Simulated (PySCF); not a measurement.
CH4CdO2, SMILES [Cd]([O]C)[OH]. Coordinates come from a PBE-D3(BJ)/def2-SVP optimisation. The structure was generated by enumeration; whether it is a known compound was not checked. The def2 effective core potentials stand for the cores of Cd; spin–orbit coupling is left out. Other conformers were not sampled.

Calculation: PBE-D3(BJ)/def2-SVP (PySCF).

Harmonic wavenumbers (cm⁻¹): 88, 106, 128, 164, 234, 485, 606, 821, 1086, 1128, 1143, 1411, 1415, 1431, 2867, 2921, 2968, 3698. Rotational constants (GHz): 37.50, 2.006, 1.940; symmetry number 1.

Work out the zero-point energy and the ideal-gas rigid-rotor harmonic-oscillator thermochemistry at 298.15 K and 1 atm.

ZPE = ½ Σ hcν = ½ × 22700 cm⁻¹ = 135.78 kJ/mol. H − E(el) = 155.79 kJ/mol. Entropy in J/(mol K): translation 172.08, rotation 105.45, vibration 66.63, total 344.15. G − E(el) = 53.18 kJ/mol. Cp = 89.80 J/(mol K). Modes under 150 cm⁻¹ make the vibrational entropy uncertain.
